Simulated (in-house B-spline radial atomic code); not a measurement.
Configurations of Pb⁺, with energies counted from [Xe] 4f14 5d10 6s2 6p1. Computed with a B-spline radial code for spherical atoms: Dirac-Hartree-Fock, average of configuration, Fermi nucleus of rms radius 5.5012 fm. Energies include first-order Breit, QED and recoil terms.

Occupations are held fixed; configurations that lie above the ionisation limit could autoionise.

```csv
configuration,E - E(ref) (eV),highest orbital,its <r> (bohr)
[Xe] 4f14 5d10 6s2 7d1,9.9751,7d5/2,11.28
[Xe] 4f14 5d10 6s2 8p1,10.161,8p3/2,13.25
[Xe] 4f14 5d10 6s2 6f1,11.009,6f5/2,15.38
[Xe] 4f14 5d10 6s1 6p1 6d1,15.834,6d5/2,5.511
[Xe] 4f14 5d10 6s1 6p1 10g1,21.255,10g7/2,69.95
[Xe] 4f13 5d10 6s2 6p1 6g1,152.58,6g7/2,21.98
[Kr] 4d9 4f14 5s2 5p6 5d10 6s2 6p1 9s1,438.62,9s1/2,16.83
[Kr] 4d9 4f14 5s2 5p6 5d10 6s2 6p1 7f1,439.51,7f5/2,23.19
[Kr] 4d9 4f14 5s2 5p6 5d10 6s2 6p1 7g1,439.95,7g7/2,31.72
```

Q: Order these further configurations by energy, lowest first.
A. [Kr] 4d9 4f14 5s2 5p6 5d10 6s2 6p1 9f1
B. [Xe] 4f14 5d10 5g1 6s2
C. [Xe] 4f14 5d10 6s1 6p1 6g1
D. [Xe] 4f14 5d10 6s2 9s1
E. [Xe] 4f13 5d10 6s2 6p1 10d1

A: D (10.832 eV), B (11.04 eV), C (20.287 eV), E (153 eV), A (440.19 eV).

Q: How far above the reference does [Xe] 4f13 5d10 5g1 6s2 6p1 lie?

A: 151.91 eV; its least bound orbital is 5g7/2 with <r> = 13.74 bohr.

Q: How far above the reference does [Kr] 4d9 4f14 5s2 5p6 5d10 6s2 6p1 8f1 lie?

A: 439.93 eV; its least bound orbital is 8f5/2 with <r> = 32.78 bohr.

Q: How far above the reference does [Xe] 4f13 5d10 6s2 6p1 7g1 lie?

A: 152.98 eV; its least bound orbital is 7g7/2 with <r> = 31.72 bohr.
